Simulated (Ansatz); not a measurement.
def2 core potentials replace the inner electrons of Sb.

Cartesian coordinates (Å):
SMILES: [OH][Sb]([OH])[c]1ccccc1
```xyz
16

O      2.9194    -0.8651    -0.7157
Sb     2.2761    -0.5374     1.1624
O      2.5967     1.4295     1.3490
C      0.2663    -0.2869     0.4034
C     -0.6620     0.4624     1.1421
C     -1.9623     0.6430     0.6616
C     -2.3395     0.0756    -0.5595
C     -1.4148    -0.6654    -1.3021
C     -0.1136    -0.8471    -0.8241
H      3.8312    -1.1894    -0.7109
H      2.0950     1.9122     0.6736
H     -0.3692     0.9250     2.0897
H     -2.6811     1.2300     1.2389
H     -3.3562     0.2154    -0.9353
H     -1.7075    -1.0987    -2.2621
H      0.6214    -1.4030    -1.4109
```
Charge 0, multiplicity 1.

What is the computed vertical ionisation energy (Delta-SCF), HOMO–LUMO gap and adiabatic ionisation energy (no zero-point term) (PBE0-D3(BJ)/def2-TZVP // B3LYP-D3(BJ)/def2-SVP (Ansatz, a first-principles code))?


The vertical ionisation energy (Delta-SCF) is 8.91 eV and the HOMO–LUMO gap is 6.16 eV. The adiabatic ionisation energy (no zero-point term) is 8.45 eV.
